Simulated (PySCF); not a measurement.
## Phosphorus: a sound run and one with changed settings

Sound run: P²⁺ [Ne] 3s2 3p1, P³⁺ [Ne] 3s2. Computed with PySCF 2.14 in pcseg-2 (5s4p2d1f, 34 functions), with the non-relativistic Hamiltonian (point nucleus). In the sound run the correlated levels freeze [Ne]. The sound run starts from symmetry-adapted Hartree-Fock orbitals and uses a fine grid where one is needed.

Changed run: a valence shell is frozen. This setting is unsound on purpose.

Ionisation energy of P²⁺:

```
 method  sound run (eV)  changed run (eV)
    UHF          29.547            29.547
    MP2          29.823            29.547
SCS-MP2          29.814            29.547
   CCSD          29.937            29.547
CCSD(T)          29.963            29.547
  CCSDT             n/a            29.547
    FCI             n/a            29.547
```

Freezing a valence shell removes pair correlation that changes on ionisation.

For comparison, NIST gives 30.203 eV between the lowest levels.
